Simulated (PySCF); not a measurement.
## From computed data to an observable: oscillator strength and radiative lifetime

H₇NSSi₂, SMILES [SiH2](S[SiH3])N.

Geometry optimised at B3LYP-D3(BJ)/def2-SVP. Other conformers were not sampled.

TDDFT-PBE/def2-SVPD (PySCF 2.14.0) puts the first singlet state with f over 0.02 at 5.62 eV (vertical), with the transition dipole (-0.388, 0.261, 0.027) in atomic units.

**Question.** Find the oscillator strength, the wavelength and the radiative lifetime that this transition would have in vacuum if emission retraced absorption.

**Answer.** 
|μ|² = 0.2194 au, so |μ| = 1.19 D. ΔE = 5.62/27.211 = 0.2065 hartree. f = (2/3) ΔE |μ|² = 0.030 (the program prints 0.030).
λ = 1239.84/5.62 = 221 nm; ν = 45328 cm⁻¹.
Einstein's coefficient A = 0.6670 ν² f s⁻¹ (ν in cm⁻¹) = 4.1e7 s⁻¹, so τ = 1/A = 24 ns. This state is S3; the lower singlets have f = 0.002, 0.014. The figure is the radiative limit of this one transition; relaxation, internal conversion, crossing to triplets and a medium change what is measured.
